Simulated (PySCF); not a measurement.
# Telling isomers of C$_{9}$H$_{9}$Cl apart by NMR

Averaged over atoms made equivalent by symmetry, fast rotation or ring inversion, one computed conformer, isolated molecule, non-relativistic. Structure optimised with GFN2-xTB; shielding tensors at PBE0/pcSseg-1 (GIAO); PySCF 2.14.0 with density-fitted response routines.

References, each an isolated molecule treated in the same way: TMS for ¹H, ¹³C. Where no couplings were computed, multiplicities follow the n + 1 count of equivalent neighbours, and m marks all less simple cases (inequivalent or close neighbours, rings, F or P nearby). Shifts are as computed. Against solution values, carbons near 30 ppm lie about +3 ppm off and those near 130 ppm about +5 ppm; carbons on Cl a further +6 ppm. Of 1211 compounds with measured shifts, 218 miss one by over three times the rms of a fit or turn the order of signals round; such compounds aren't used in these exercises. Carbons bonded to Cl come out too deshielded.

(1) Tabulate the signals of `Cc1ccc(/C=C/Cl)cc1`, `ClC[C@]12C=C[C@@H]3[C@H](C=C1)[C@@H]32` and their relative energies.

(2) What is the quickest way to tell Cc1ccc(/C=C/Cl)cc1 from ClC[C@]12C=C[C@@H]3[C@H](C=C1)[C@@H]32?

## Answers

(1) 
```tsv
SMILES	carbon types	δC	δH	E rel. (kcal/mol)
Cc1ccc(/C=C/Cl)cc1	2×C 6×CH 1×CH3	144.1, 141.0, 136.5, 134.8, 131.6, 130.1, 24.0	7.51 (m, 2H), 7.44 (m, 2H), 6.98 (d, 1H), 6.79 (d, 1H), 2.47 (s, 3H)	0.0
ClC[C@]12C=C[C@@H]3[C@H](C=C1)[C@@H]32	1×C 7×CH 1×CH2	138.9, 126.9, 69.4, 54.7, 52.6, 46.6	5.86 (d, 2H), 5.16 (m, 2H), 3.61 (s, 2H), 3.18 (m, 2H), 3.05 (m, 1H)	37.0
```

Energies are electronic energies at PBE0/pcSseg-1 on these geometries, without zero-point or thermal terms, each for the one conformer computed, which needn't be the lowest.

(2) Count the carbon signals: 7 against 6. The first has a substituted aromatic carbon (C) at 144.1 ppm, the second an allylic quaternary sp3 carbon (C) at 69.4 ppm. Their most deshielded carbons lie at 144.1 and 138.9 ppm. In the proton spectra the most deshielded non-exchanging signals are 7.51 (m, 2H) and 5.86 (d, 2H).
